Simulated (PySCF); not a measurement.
Sn(Cl)3(SiH3), H3Cl3SiSn, SMILES [SiH3][Sn]([Cl])([Cl])[Cl] (CAM-B3LYP/def2-SVP optimised geometry):

```
8

Si    -1.837    -2.449     1.966
Sn    -0.849    -1.125     0.000
Cl    -1.492     1.125     0.000
Cl    -1.493    -1.976    -2.083
Cl     1.492    -1.125     0.000
H     -1.316    -1.842     3.214
H     -1.391    -3.856     1.819
H     -3.313    -2.335     1.881
```

Method: CAM-B3LYP/def2-TZVP, def2 effective core potentials past Kr (PySCF 2.14.0).

Problem. What are the frontier orbital energies and the dipole moment?

Solution. HOMO-2 -10.59 eV, HOMO-1 -10.47 eV, HOMO -9.95 eV, LUMO -1.39 eV, LUMO+1 -0.15 eV; dipole moment 4.22 D.
